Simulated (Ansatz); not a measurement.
`C[O+](C)[B-](F)(F)F`. Charge 0, multiplicity 1. Geometry: relaxed with PBE0-D4/def2-TZVP. It is one conformer, not always the lowest.

```xyz
13

C    -0.489    1.081   -0.772
O    -0.251   -0.224   -0.236
C     1.018   -0.759   -0.626
B    -0.598   -0.378    1.403
F    -1.874    0.067    1.476
F     0.325    0.426    1.997
F    -0.422   -1.703    1.617
H     0.265    1.779   -0.402
H    -1.478    1.382   -0.440
H    -0.454    1.018   -1.860
H     1.048   -0.814   -1.715
H     1.822   -0.123   -0.250
H     1.087   -1.753   -0.193
```

Question: What is the dipole moment at PBE/def2-TZVPP? (Best estimate.)

Answer: Computed: 5.28 D, with components (1.95, 1.22, -4.75) D in this frame, pointing from negative to positive charge.

Question: And with r2SCAN, B3LYP, ωB97M-V? (Estimate.)

Answer: The calculation gave: r2SCAN 5.38 D, B3LYP 5.44 D, ωB97M-V 5.43 D.

Question: Give the Mulliken charges with PBE, B3LYP, r2SCAN in def2-TZVPP. (Estimate.)

Answer: Ansatz gave: 
```tsv
atom	PBE	B3LYP	r2SCAN
C1	-0.16	-0.16	-0.05
O2	-0.04	-0.13	-0.07
C3	-0.16	-0.16	-0.05
B4	0.42	0.58	0.56
F5	-0.27	-0.31	-0.32
F6	-0.26	-0.30	-0.30
F7	-0.27	-0.31	-0.32
H8	0.12	0.13	0.09
H9	0.13	0.15	0.10
H10	0.11	0.12	0.07
H11	0.11	0.12	0.07
H12	0.12	0.13	0.09
H13	0.13	0.15	0.10
```

B3LYP here is the variant with VWN-RPA as its local correlation; programs differ in this.
